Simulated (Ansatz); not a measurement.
`C[Si](C)(C)[O][Cu]` + HBr → `[Cu][Br]` + `C[Si](C)(C)O` at 700 K and 1 bar (ligand exchange at a Cu–O bond).

Isolated molecules relaxed with PBE0-D4/def2-TZVP in Ansatz; ΔE leaves out vibrations. CBS: MP2 limit from def2 TZ/QZ plus the TZ coupled-cluster correction, frozen cores. For Br, Cu outer-core shells are correlated without core-valence functions, which leaves a few kJ/mol of doubt a bond. Scalar relativity is left out up to krypton. Each species was taken in one conformer, which may not be the lowest.

| species | CCSD(T)/CBS energy (Eh) | H − E (kJ/mol) | S (J/(mol·K)) |
| --- | --- | --- | --- |
| `C[Si](C)(C)[O][Cu]` | -2123.41226 | 409.5 | 587.5 |
| HBr | -2573.91920 | 36.5 | 223.7 |
| `[Cu][Br]` | -4212.85462 | 26.4 | 280.2 |
| `C[Si](C)(C)O` | -484.52812 | 428.5 | 526.5 |

H − E and S are ideal-gas, rigid-rotor, harmonic terms from PBE0-D4/def2-TZVP, for one conformer and one mirror image of each species. 1 Eh = 2625.50 kJ/mol, R = 8.31446 J/(mol·K).

Task: By hand: ΔE, ΔH, ΔS and ΔG.

Result: ΔE = (-4212.85462) + (-484.52812) − (-2123.41226) − (-2573.91920) = -0.05128 Eh = -134.6 kJ/mol. Δ(H − E) = 26.4 + 428.5 − 409.5 − 36.5 = 8.9, so ΔH = -125.7 kJ/mol. ΔS = 280.2 + 526.5 − 587.5 − 223.7 = -4.5 J/(mol·K). ΔG = -125.7 − 700 × (-4.5)/1000 = -122.5 kJ/mol.

Task: By hand: the equilibrium constant, and the temperature at which ΔG would vanish if ΔH and ΔS stayed fixed.

Result: log₁₀ K = −ΔG/(RT ln 10) = 9.1. ΔG = 0 at ΔH/ΔS = 27933 K, far beyond where these terms or the molecules hold.

The number of gas molecules stays the same, so ΔS is small and ΔH decides. A doubt of 5 kJ/mol in ΔE shifts log₁₀ K by 0.4 here. Other conformers and mirror images would add mixing entropy, several J/(mol·K) or more a flexible species. Modes under 60 cm⁻¹, often nearly free rotors, make the harmonic entropy too high. These are equilibria of isolated gas molecules and say nothing of rates. Largest T1 diagnostic: 0.025 (customary marks: 0.02 for closed shells, 0.045 for open ones).
